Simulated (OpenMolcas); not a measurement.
# What dynamic correlation does to the levels of Fe²⁺

| Property | Result |
| --- | --- |
| Program | OpenMolcas |
| Basis | ANO-RCC-VDZ [5s4p2d] |
| Scalar Hamiltonian | DKH2, point nucleus |
| Active space | 6 electrons in 5 orbitals (3d) |
| State averaging | 2S+1 = 5 even, 5 roots; 2S+1 = 3 even, 45 roots (30 in the spin-orbit step); 2S+1 = 1 even, 50 roots (22 in the spin-orbit step) |
| Spin-orbit coupling | RASSI with atomic mean-field integrals over the reference wave functions, term energies averaged over their components |

Methods on the same reference wave functions:
A. CASSCF
B. SS-CASPT2, IPEA 0.25 Eh, imaginary shift 0.1 Eh (closed shells correlated: 3s 3p)

Energies in cm-1 above 3d6 5D4, the measured ground level; measured values from Corliss and Sugar, J. Phys. Chem. Ref. Data 11, 135 (1982).

```csv
Level,A,B,Measured
3d6 5D4,0.0,0.0,0.0
3d6 5D3,454,457,436
3d6 5D2,773,772,739
3d6 5D1,978,972,932
3d6 5D0,1078,1069,1027
3d6 3H6,22318,22480,20051
3d6 3H5,22553,22690,20301
3d6 3H4,22732,22870,20482
3d6 3P2,24447,17940,19405
3d6 3F4,25566,21780,21462
3d6 3P1,25738,19240,20688
3d6 3F3,25811,22020,21700
3d6 3F2,26022,22200,21857
3d6 3P0,26385,19890,21208
3d6 3G5,28199,26690,24559
3d6 3G4,28620,27060,24941
3d6 3G3,28814,27250,25142
```

Deviations, from unrounded energies. A percentage is the sum of absolute deviations over the sum of measured energies, with the sign that they share, or ± where signs differ.

| Against measurement | Levels | A | B |
| --- | --- | --- | --- |
| mean absolute deviation (cm-1) | 16 | 2800 | 1200 |
| fine structure of the ground term (%) | 4 | +4.7 | +4.3 |
| other terms of the ground configuration (%) | 12 | +17.3 | ±7.2 |

B lies closest to measurement on these levels. The largest miss of B in the table is 3d6 3H6, by +2400 cm-1. The ranking rests on the paired levels alone, and a cruder setting can come out closer through cancelling errors.

From A to B the spin-free energies of the other terms of 3d6 shown, above 5D, scale by factors of 0.74 to 1.01.

The lowest spin-free term lies below A's lowest term by 0.175 hartree in B.

Term energies are means over components that CASPT2 splits; among the terms shown or strongly mixed into the levels shown the widest spread is 110 cm-1 (3d6 3F, B). Some high roots are left out of the spin-orbit mixing, which shifts the levels that they would mix with. Without dynamic correlation excited terms often stand tens of per cent too high (terms of higher spin than the ground term too low), and those without a measured partner can miss by more than the paired ones (holds for A). Computed and measured levels are paired by configuration, term and J; levels that our copy of the source lacks, or whose pairing is in doubt (as where it misses far off the trend of its configuration), stay unpaired and out of the deviations. Levels of configurations outside the active space are missing. Levels that lie high or do not pair safely by name in every column are left out.
